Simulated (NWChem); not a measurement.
Molecule: C3H10Si; SMILES C([SiH2]C)C

```xyz
14

C     -0.0607     2.2989     0.0000
C      0.6460     0.9456     0.0000
Si    -0.5125    -0.5472     0.0000
C      0.4445    -2.1674     0.0000
H      0.6560     3.1357     0.0000
H     -0.7041     2.4202    -0.8862
H     -0.7041     2.4202     0.8862
H      1.3080     0.8563     0.8799
H      1.3080     0.8563    -0.8799
H     -1.4011    -0.4846    -1.2074
H     -1.4011    -0.4846     1.2074
H      1.0871    -2.2460     0.8909
H     -0.2401    -3.0295     0.0000
H      1.0871    -2.2460    -0.8909
```
Atoms are numbered in this order, from 1.

Program: NWChem. Pople sets run with spherical d functions. Coordinates come from a PBE0/def2-SVP optimisation. No frequency run checked for a minimum. B3LYP is NWChem's, with the RPA form of VWN correlation. Total energies compare along this basis series because the functional is fixed.

```
level             basis functions  energy (Ha)  highest occupied level (eV)  orbital gap (eV)  dipole (D)
----------------  ---------------  -----------  ---------------------------  ----------------  ----------
B3LYP/STO-3G                   34    -405.0994                        -6.44             14.36        0.29
B3LYP/3-21G                    60    -407.6786                        -7.91              9.79        0.79
B3LYP/6-31G*                   80    -409.8436                        -7.83              9.30        0.87
B3LYP/6-31+G*                  96    -409.8495                        -8.00              7.91        0.84
B3LYP/6-311G**                140    -409.9122                        -8.03                 ?        0.82
B3LYP/6-311++G**              166    -409.9130                        -8.05              7.81        0.80
```

Problem. Fill in the missing entries.

Solution. 
- B3LYP/6-311G**, orbital gap (eV): 8.86
